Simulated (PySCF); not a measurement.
Gas-phase reaction: MgBr₂ + MgF₂ ⇌ 2 MgBr + 2 F

Method: PySCF energies plus ideal-gas RRHO corrections (1 bar). 'Table' is the NASA 1993 thermochemical table (part measured, part estimated). † marks an energy on the PBE0/def2-TZVP geometry and frequencies; other levels use their own. 6-31G* has spherical d functions here. Open shells (unrestricted): MgBr (multiplicity 2), F (multiplicity 2); the rest are closed-shell singlets. Spin-orbit splitting is ignored; it lowers the true energy and changes the entropy of F. Br: all electrons, no relativistic terms. The table's entry may be an old estimate for MgBr₂, MgF₂, MgBr (not checked at source).

ωB97M-V/def2-TZVP† gives ΔH°(298 K) = 1156.8 kJ.

What does HF/6-31G* give, and where does the table lie?

HF/6-31G*: 795.6 kJ. Table: 1117.8 kJ.
